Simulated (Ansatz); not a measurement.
BeCl2, singlet, at a GFN2-xTB geometry (such geometries of metal compounds can be far from the true shape), atoms displaced at random by about 0.02 Å a coordinate; Ansatz (a quantum-chemistry and plane-wave program) with B3LYP/3-21G.

Here is a job for Ansatz.
Ansatz 0.2 input:
```yaml
crystal:
  periodic: [false, false, false]
  atoms:
    - {symbol: Be, position_ang: [0.02266056, -0.00120888, -0.00205710]}
    - {symbol: Cl, position_ang: [0.04816885, 0.03540951, 1.76855121]}
    - {symbol: Cl, position_ang: [-0.00121063, 0.01356769, -1.76604104]}
basis:
  gaussian:
    orbitals: 3-21G.json
hamiltonian:
  xc: b3lyp
relax: {max_displacement: 0.5}
```
The basis file holds 3-21G in the JSON format of the Basis Set Exchange.

The log (banner, timings and long lists left out):

```
Functional definition: B3LYP
452 factors; integrals over basis functions are off by at most 1.0e-4 eV
mean field evaluation 1: about -25327.8190 eV, gradient 1.7e1 eV
mean field evaluation 2: about -25327.4489 eV, gradient 2.2e1 eV
mean field evaluation 4: about -25328.7722 eV, gradient 1.2e-1 eV
mean field evaluation 8: about -25328.7705 eV, gradient 1.3e-4 eV
mean field -25328.77051290 eV, -930.8151478920 hartree, gradient 1.4e-5 eV, S^2 0.000000; 0 other end points of the search recorded, 0 dependent functions left out
the calculation of the forces begins
reference -25328.77070662 eV, -930.8151550107 hartree; 19, 19 occupied and 16, 16 virtual orbitals, 452 factors
relax step   1: F+E_penalty+E_count = -25328.77051290 eV  Δ(F+E_penalty+E_count) = +0.000e0 eV  max|allowed force component| = 1.291e0 eV/Å  Δτ_max = 0.0000 Å  (20 SCF iters, accepted)
these checks for a lower state are left out or cut short: starts, cluster_reference, orbital_swaps, neighbouring_geometries, increment
452 factors; integrals over basis functions are off by at most 1.0e-4 eV
mean field evaluation 16: about -25328.8161 eV, gradient 1.4e-5 eV
mean field -25328.81605996 eV, -930.8168217153 hartree, gradient 1.6e-5 eV, S^2 0.000000; 0 other end points of the search recorded, 0 dependent functions left out
the calculation of the forces begins
reference -25328.81625404 eV, -930.8168288478 hartree; 19, 19 occupied and 16, 16 virtual orbitals, 452 factors
relax step   2: F+E_penalty+E_count = -25328.81605996 eV  Δ(F+E_penalty+E_count) = -4.555e-2 eV  max|allowed force component| = 6.787e-1 eV/Å  Δτ_max = 0.0253 Å  (22 SCF iters, accepted)
these checks for a lower state are left out or cut short: starts, cluster_reference, orbital_swaps, neighbouring_geometries, increment
452 factors; integrals over basis functions are off by at most 1.1e-4 eV
mean field -25328.83538684 eV, -930.8175319650 hartree, gradient 1.7e-5 eV, S^2 0.000000; 0 other end points of the search recorded, 0 dependent functions left out
the calculation of the forces begins
reference -25328.83558136 eV, -930.8175391137 hartree; 19, 19 occupied and 16, 16 virtual orbitals, 452 factors
relax step   3: F+E_penalty+E_count = -25328.83538684 eV  Δ(F+E_penalty+E_count) = -1.933e-2 eV  max|allowed force component| = 4.143e-2 eV/Å  Δτ_max = 0.0299 Å  (22 SCF iters, accepted)
these checks for a lower state are left out or cut short: starts, cluster_reference, orbital_swaps, neighbouring_geometries, increment
452 factors; integrals over basis functions are off by at most 1.1e-4 eV
mean field evaluation 32: about -25328.8355 eV, gradient 1.4e-4 eV
mean field -25328.83546386 eV, -930.8175347955 hartree, gradient 9.2e-6 eV, S^2 0.000000; 0 other end points of the search recorded, 0 dependent functions left out
the calculation of the forces begins
reference -25328.83565842 eV, -930.8175419454 hartree; 19, 19 occupied and 16, 16 virtual orbitals, 452 factors
relax step   4: F+E_penalty+E_count = -25328.83546386 eV  Δ(F+E_penalty+E_count) = -7.702e-5 eV  max|allowed force component| = 2.396e-3 eV/Å  Δτ_max = 0.0022 Å  (19 SCF iters, accepted)
452 factors; integrals over basis functions are off by at most 1.1e-4 eV
mean field -25328.83546386 eV, -930.8175347955 hartree, gradient 9.2e-6 eV, S^2 0.000000; 1 other end points of the search recorded, 0 dependent functions left out
the calculation of the forces begins
reference -25328.83565842 eV, -930.8175419454 hartree; 19, 19 occupied and 16, 16 virtual orbitals, 452 factors
Total energy: -25328.83565842 eV, -930.8175419454 hartree
Atom 0 at     0.023192     0.015437     0.000145 Å, force     0.000048     0.001353     0.000541 eV/Å
Atom 1 at     0.048680     0.027433     1.823003 Å, force    -0.000054    -0.000689    -0.002396 eV/Å
Atom 2 at    -0.002252     0.004898    -1.822695 Å, force     0.000006    -0.000663     0.001856 eV/Å
Dipole moment:    -0.000015    -0.000505    -0.000021 e Å
```
